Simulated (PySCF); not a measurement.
H$_{4}$FNO$_{2}$Si, singlet, at a GFN2-xTB geometry. Base run: CCSD(T)/def2-SVP in PySCF.

PySCF was given this input:
```python
from pyscf import gto, scf, cc

mol = gto.M(
    atom='''
N    -1.62579543   -0.39223561    0.32389398
Si    0.00678283   -0.01584632   -0.02667791
O     0.15160035    1.19118861   -1.09394970
O     0.87561401   -1.26695771   -0.55805838
F     0.62124204    0.48100088    1.37992041
H    -1.80161194   -0.95929876    1.13650394
H    -2.21464231   -0.69352764   -0.43425094
H    -0.26657387    2.02708298   -0.90986608
H     1.75954311   -1.12961394   -0.88937291
''',
    basis='def2-svp',
    verbose=4,
    max_memory=1800,
)

mf = scf.RHF(mol)
mf.kernel()

mycc = cc.CCSD(mf, frozen=9)
mycc.kernel()
et = mycc.ccsd_t()
print('E(CCSD(T)) = %.10f' % (mycc.e_tot + et))
```

The base run was repeated with changes; each row names its change, and settings that it needs were set with it.

```json
[
 {"change": "base", "ΔE vs base (mEh)": "0.000", "MP2 correlation (Eh)": "-0.81488", "CC correlation without the perturbative part (Eh)": "-0.84001", "basis functions": "94", "core-seconds (rough)": "30"},
 {"change": "method = ccsd", "ΔE vs base (mEh)": "15.927", "MP2 correlation (Eh)": "-0.81488", "CC correlation without the perturbative part (Eh)": "-0.84001", "basis functions": "94", "core-seconds (rough)": "10"},
 {"change": "method = cisd", "ΔE vs base (mEh)": "141.0", "MP2 correlation (Eh)": "-", "CC correlation without the perturbative part (Eh)": "-", "basis functions": "94", "core-seconds (rough)": "10"},
 {"change": "method = mp2", "ΔE vs base (mEh)": "41.051", "MP2 correlation (Eh)": "-0.81488", "CC correlation without the perturbative part (Eh)": "-", "basis functions": "94", "core-seconds (rough)": "2"}
]
```
